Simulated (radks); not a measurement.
Results of a calculation; reference values are marked as such.
Question: The mean radii <r> (bohr) of the occupied orbitals of an atom or ion are listed with their occupations. Code: a radial shooting solver on a logarithmic mesh with Libxc functionals. Model: scalar-relativistic Kohn-Sham, PBE, spin-polarised, spherical densities, point nucleus.

| orbital | occ. | <r> |
|---|---|---|
| 1s down | 1 | 0.07304 |
| 1s up | 1 | 0.07304 |
| 2s up | 1 | 0.3435 |
| 2s down | 1 | 0.3434 |
| 2p up | 3 | 0.3077 |
| 2p down | 3 | 0.3075 |
| 3s up | 1 | 1.074 |
| 3s down | 1 | 1.073 |
| 3p up | 3 | 1.163 |
| 3p down | 3 | 1.163 |
| 3d up | 1 | 1.567 |

Name the element and its charge. Open shells, if any, are filled with parallel spins first.

Answer: Z = 21, scandium, charge +2: Sc2+ in [Ar] 3d1. The 1s radius gives Z: for a bare nucleus <r> = (2 gamma + 1)/(2Z) with gamma = sqrt(1 - (Z/c)^2), 0.07087 bohr for Z = 21, and screening makes it slightly larger (0.07304 here). The occupations add up to 19, and the charge is Z minus that.
